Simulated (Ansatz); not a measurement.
Tuning the range parameter of LC-ωPBE so that −HOMO meets the ionisation energy; basis def2-SVP, Ansatz. System: Ga5N4H16⁻, a cluster cut from zinc blende GaN (hydrogen-capped). Total charge -1; singlet. Geometry: PBE-D4/def2-SVP. The ionised state is a doublet.

Geometry of the singlet:

```xyz
25

Ga   -0.383    1.813    1.618
Ga   -2.148    0.649   -1.005
Ga    1.143    1.176   -1.289
Ga    1.940   -0.861    1.242
Ga    0.180   -2.025   -1.384
N    -0.570    1.645   -0.345
N     0.324   -0.021    2.156
N    -1.602   -1.294   -0.722
N     1.479   -0.711   -0.676
H    -1.810    1.928    2.342
H     0.762    2.852    2.011
H    -3.421    0.856   -0.050
H    -2.334    0.823   -2.579
H     2.312    2.113   -0.726
H     0.871    1.161   -2.866
H     3.183    0.064    1.621
H     1.936   -2.388    1.734
H     0.105   -1.976   -2.977
H     0.327   -3.451   -0.663
H    -0.740    2.615   -0.661
H     0.583    0.064    3.149
H    -0.453   -0.696    2.161
H    -2.323   -1.853   -1.200
H    -1.721   -1.538    0.271
H     2.361   -0.948   -1.162
```

```
ω (1/bohr)  HOMO (eV)  LUMO (eV)  vertical IE (eV)  HOMO + IE (eV)
      0.15      -4.43       4.30              5.02            0.59
       0.2      -4.94       4.67              5.29            0.34
       0.3      -5.74       5.13              5.67           -0.07
```

Estimate the row for 0.1 bohr⁻¹.


```json
{"ω (1/bohr)": "0.1", "HOMO (eV)": "-3.83", "LUMO (eV)": "3.80", "vertical IE (eV)": "4.75", "HOMO + IE (eV)": "0.91"}
```

Where does the tuning condition hold?

Near ω = 0.28 bohr⁻¹, by linear interpolation.
